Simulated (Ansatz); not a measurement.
**Molecular dynamics of CH8OSn**

The input (input.yaml):

```yaml
crystal:
  periodic: [false, false, false]
  atoms:
    - { symbol: Sn, position_ang: [0.198563, 0.168871, -0.056846] }
    - { symbol: C, position_ang: [-0.102083, 0.149247, 2.508478] }
    - { symbol: H, position_ang: [-1.1941, 0.038808, 2.344487] }
    - { symbol: H, position_ang: [0.314843, -0.837859, 2.789453] }
    - { symbol: H, position_ang: [-0.003233, 0.826762, 3.387383] }
    - { symbol: H, position_ang: [1.389151, 0.231248, -1.333357] }
    - { symbol: H, position_ang: [-1.202194, 1.081744, -0.465022] }
    - { symbol: H, position_ang: [-0.095884, -1.531242, 0.171239] }
    - { symbol: O, position_ang: [1.414121, 1.712499, 1.04105] }
    - { symbol: H, position_ang: [2.373881, 1.515256, 1.052063] }
    - { symbol: H, position_ang: [0.821836, 1.060362, 1.85327] }
basis:
  gaussian: { orbitals: def2-SVP }
hamiltonian:
  xc: pbe
md:
  timestep: 0.5
  n_steps: 200
  ensemble: nve
  temperature: 300.0
  initial_velocities: maxwell_boltzmann
  seed: 11640
```

Command:

```bash
$ ansatz run input.yaml --threads 2 --pin off --max-ram 3072MiB --backend cpu --events-out ev --progress --plain --runs-dir out
```

It starts at the highest image of a converged band. Of that band: A structure lower than the first end lies on the path between it and the top, so the climb from that side starts below the end, which may itself be a saddle point or a shallow side well. Neighbouring images differ by up to 1.4 eV, so the band resolves the path poorly. A vibrational analysis at the climbing image gives one clearly imaginary mode, 1197i cm⁻¹: a first-order saddle point.

Output, in part (one step line in 7, the closing report, with atoms numbered from 0):

```
md step     0: t =     0.00 fs  T =   300.0 K  F+E_penalty+E_count = -9036.85829859 eV  E_kin = 0.349002 eV  conserved = -9036.50929659 eV  (26 SCF iters)
md step     7: t =     3.50 fs  T =   204.0 K  F+E_penalty+E_count = -9036.74589584 eV  E_kin = 0.237340 eV  conserved = -9036.50855624 eV  (30 SCF iters)
md step    14: t =     7.00 fs  T =   164.1 K  F+E_penalty+E_count = -9036.69943460 eV  E_kin = 0.190886 eV  conserved = -9036.50854836 eV  (30 SCF iters)
md step    21: t =    10.50 fs  T =   196.7 K  F+E_penalty+E_count = -9036.73764474 eV  E_kin = 0.228786 eV  conserved = -9036.50885863 eV  (29 SCF iters)
md step    28: t =    14.00 fs  T =   229.7 K  F+E_penalty+E_count = -9036.77573105 eV  E_kin = 0.267243 eV  conserved = -9036.50848774 eV  (29 SCF iters)
md step    35: t =    17.50 fs  T =   361.8 K  F+E_penalty+E_count = -9036.93040555 eV  E_kin = 0.420889 eV  conserved = -9036.50951647 eV  (27 SCF iters)
md step    42: t =    21.00 fs  T =   490.0 K  F+E_penalty+E_count = -9037.07965653 eV  E_kin = 0.570053 eV  conserved = -9036.50960340 eV  (27 SCF iters)
md step    49: t =    24.50 fs  T =   595.1 K  F+E_penalty+E_count = -9037.20045826 eV  E_kin = 0.692296 eV  conserved = -9036.50816194 eV  (27 SCF iters)
md step    56: t =    28.00 fs  T =   968.1 K  F+E_penalty+E_count = -9037.63659959 eV  E_kin = 1.126283 eV  conserved = -9036.51031650 eV  (27 SCF iters)
md step    63: t =    31.50 fs  T =  1104.4 K  F+E_penalty+E_count = -9037.79397107 eV  E_kin = 1.284756 eV  conserved = -9036.50921462 eV  (27 SCF iters)
md step    70: t =    35.00 fs  T =  1142.1 K  F+E_penalty+E_count = -9037.83738519 eV  E_kin = 1.328660 eV  conserved = -9036.50872521 eV  (27 SCF iters)
md step    77: t =    38.50 fs  T =  1211.8 K  F+E_penalty+E_count = -9037.91931871 eV  E_kin = 1.409692 eV  conserved = -9036.50962623 eV  (27 SCF iters)
md step    84: t =    42.00 fs  T =  1251.1 K  F+E_penalty+E_count = -9037.96409617 eV  E_kin = 1.455508 eV  conserved = -9036.50858842 eV  (27 SCF iters)
md step    91: t =    45.50 fs  T =  1347.2 K  F+E_penalty+E_count = -9038.07666853 eV  E_kin = 1.567262 eV  conserved = -9036.50940665 eV  (27 SCF iters)
md step    98: t =    49.00 fs  T =  1306.1 K  F+E_penalty+E_count = -9038.02856480 eV  E_kin = 1.519449 eV  conserved = -9036.50911573 eV  (27 SCF iters)
md step   105: t =    52.50 fs  T =  1335.3 K  F+E_penalty+E_count = -9038.06167115 eV  E_kin = 1.553399 eV  conserved = -9036.50827217 eV  (27 SCF iters)
md step   112: t =    56.00 fs  T =  1477.2 K  F+E_penalty+E_count = -9038.22794482 eV  E_kin = 1.718447 eV  conserved = -9036.50949767 eV  (27 SCF iters)
md step   119: t =    59.50 fs  T =  1425.9 K  F+E_penalty+E_count = -9038.16767156 eV  E_kin = 1.658845 eV  conserved = -9036.50882657 eV  (28 SCF iters)
md step   126: t =    63.00 fs  T =  1470.2 K  F+E_penalty+E_count = -9038.21925176 eV  E_kin = 1.710332 eV  conserved = -9036.50892021 eV  (27 SCF iters)
md step   133: t =    66.50 fs  T =  1524.4 K  F+E_penalty+E_count = -9038.28266100 eV  E_kin = 1.773437 eV  conserved = -9036.50922435 eV  (28 SCF iters)
md step   140: t =    70.00 fs  T =  1485.0 K  F+E_penalty+E_count = -9038.23651614 eV  E_kin = 1.727614 eV  conserved = -9036.50890217 eV  (27 SCF iters)
md step   147: t =    73.50 fs  T =  1465.8 K  F+E_penalty+E_count = -9038.21421812 eV  E_kin = 1.705166 eV  conserved = -9036.50905189 eV  (28 SCF iters)
md step   154: t =    77.00 fs  T =  1455.2 K  F+E_penalty+E_count = -9038.20168507 eV  E_kin = 1.692880 eV  conserved = -9036.50880483 eV  (28 SCF iters)
md step   161: t =    80.50 fs  T =  1494.2 K  F+E_penalty+E_count = -9038.24769811 eV  E_kin = 1.738252 eV  conserved = -9036.50944590 eV  (28 SCF iters)
md step   168: t =    84.00 fs  T =  1446.7 K  F+E_penalty+E_count = -9038.19190666 eV  E_kin = 1.683061 eV  conserved = -9036.50884566 eV  (27 SCF iters)
md step   175: t =    87.50 fs  T =  1438.6 K  F+E_penalty+E_count = -9038.18237556 eV  E_kin = 1.673576 eV  conserved = -9036.50879941 eV  (28 SCF iters)
md step   182: t =    91.00 fs  T =  1491.2 K  F+E_penalty+E_count = -9038.24471427 eV  E_kin = 1.734730 eV  conserved = -9036.50998455 eV  (28 SCF iters)
md step   189: t =    94.50 fs  T =  1411.2 K  F+E_penalty+E_count = -9038.15022368 eV  E_kin = 1.641726 eV  conserved = -9036.50849724 eV  (27 SCF iters)
md step   196: t =    98.00 fs  T =  1518.3 K  F+E_penalty+E_count = -9038.27576349 eV  E_kin = 1.766256 eV  conserved = -9036.50950768 eV  (27 SCF iters)
md step   200: t =   100.00 fs  T =  1520.5 K  F+E_penalty+E_count = -9038.27781004 eV  E_kin = 1.768915 eV  conserved = -9036.50889497 eV  (26 SCF iters)
Total energy: -9038.27785861 eV, -332.1505849393 hartree
Atom 0 at     0.302641     0.224937    -0.261529 Å, force    -1.420411    -0.377839    -0.155672 eV/Å
Atom 1 at    -0.862538    -0.241935     4.845941 Å, force     1.440877    -1.222529     1.184883 eV/Å
Atom 2 at    -0.362199     0.705308     4.803789 Å, force     0.584472     1.144341     0.299513 eV/Å
Atom 3 at    -1.057292    -0.490142     3.830105 Å, force    -0.648611    -0.649971    -1.364235 eV/Å
Atom 4 at    -1.735139    -0.195936     5.477571 Å, force    -0.901287     0.110847     0.295273 eV/Å
Atom 5 at    -0.186107     0.502119    -1.879723 Å, force    -0.007768     0.014493    -0.323377 eV/Å
Atom 6 at    -1.106680     0.590790     0.733128 Å, force     0.218073    -0.352353    -0.057281 eV/Å
Atom 7 at     0.988266    -1.344693    -0.167870 Å, force     0.157030    -0.033095     0.237449 eV/Å
Atom 8 at     1.525940     1.674968     0.229534 Å, force     0.787689     1.037455     0.579469 eV/Å
Atom 9 at     1.052373     2.285449     0.839788 Å, force     0.263354    -0.290648    -0.266105 eV/Å
Atom 10 at    -0.159393    -1.013746     5.295791 Å, force    -0.473418     0.619299    -0.429918 eV/Å
Dipole moment:    -0.233377    -0.083685     0.128084 e Å
```

All steps were run. The conserved energy stayed within 0.11 meV per atom of its start (net change 0.037 meV per atom), so the integration is sound. The kinetic energy rose, since the run started high on the potential surface and went downhill. It ends in pieces (CH4 + H4OSn), so much of that is their flight and rotation, not heat. A run of 0.1 ps of so small a system gives no equilibrium averages. The orbitals stay closed-shell, which can raise the energy where a bond breaks towards radicals; this wasn't checked here.

Between its relaxed ends the band would form Sn1–O9, C2–H11 and break Sn1–C2, O9–H11. These pairs go: Sn1–O9 2.25 → 1.96 Å, C2–H11 1.45 → 1.14 Å, Sn1–C2 2.58 → 5.26 Å, O9–H11 1.20 → 5.98 Å. In the last frame they stand as after the step (other bonds may differ from the relaxed reactants and products). It ends as CH4 + H4OSn. Pairs count as bonded within 1.25 times the sum of covalent radii (0.12 Å more for H–H).

Last frame:

```xyz
11
Properties=species:S:1:pos:R:3
Sn 0.303 0.225 -0.262
C -0.863 -0.242 4.846
H -0.362 0.705 4.804
H -1.057 -0.490 3.830
H -1.735 -0.196 5.478
H -0.186 0.502 -1.880
H -1.107 0.591 0.733
H 0.988 -1.345 -0.168
O 1.526 1.675 0.230
H 1.052 2.285 0.840
H -0.159 -1.014 5.296
```

The run took 2.5 min on 2 threads of Intel(R) Xeon(R) 6975P-C (Granite Rapids), with other jobs on the host, peak memory 0.14 GiB.
